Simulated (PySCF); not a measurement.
C₂H₆BNO, SMILES C1OB(N)C1.

Coordinates come from a PBE0-D3(BJ)/def2-SVP optimisation. The structure was generated by enumeration, and PubChem lists no compound with its InChIKey, so it may never have been made. The values are those of a single conformer.

All values below come from ωB97X/def2-TZVP (PySCF).

```yaml
total_energy: -234.75030 hartree
point_group: Cs
highest_occupied_level: -9.96 eV
lowest_empty_level: 2.95 eV
orbital_gap: 12.91 eV
dipole_moment: 1.69 D
quadrupole, principal values (traceless, Buckingham form, about the centre of nuclear charge): -4.46, -3.15, 7.60 D·Å
mean_static_polarisability: 45.9 bohr³ (6.81 Å³)
polarisability_principal_values: 38.2, 43.8, 55.8 bohr³
```
